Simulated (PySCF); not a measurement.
Sn(SMe)4, C4H12S4Sn, SMILES [S]([Sn]([S]C)([S]C)[S]C)C, singlet (GFN2-xTB optimised geometry):

```
21

C      2.143    -0.771     1.736
S      1.741    -1.127     0.000
Sn    -0.729    -1.127     0.000
S     -1.447    -2.247    -2.082
C     -0.231    -3.584    -2.263
S     -1.456    -2.242     2.081
C     -3.175    -1.683     2.262
S     -1.741     1.127     0.000
C     -1.577     1.640    -1.735
H      1.653    -1.489     2.384
H      1.850     0.244     1.983
H      3.220    -0.876     1.810
H     -0.423    -4.019    -3.238
H     -0.379    -4.327    -1.487
H      0.775    -3.178    -2.229
H     -3.218    -0.600     2.234
H     -3.790    -2.119     1.483
H     -3.495    -2.043     3.235
H     -2.034     0.901    -2.384
H     -0.531     1.785    -1.981
H     -2.111     2.582    -1.809
```

Method: PBE0/def2-SVP, def2 effective core potentials past Kr (PySCF 2.14.0).

Task: What are the frontier orbital energies and the dipole moment?

Result: HOMO-2 -6.84 eV, HOMO-1 -6.70 eV, HOMO -6.70 eV, LUMO -1.87 eV, LUMO+1 -0.18 eV; dipole moment 0.07 D.

On the same geometry PBE/def2-SVP, def2 effective core potentials past Kr run with PySCF gives HOMO-2 -5.53 eV, HOMO-1 -5.43 eV, HOMO -5.42 eV, LUMO -2.62 eV, LUMO+1 -0.97 eV; dipole moment 0.07 D.
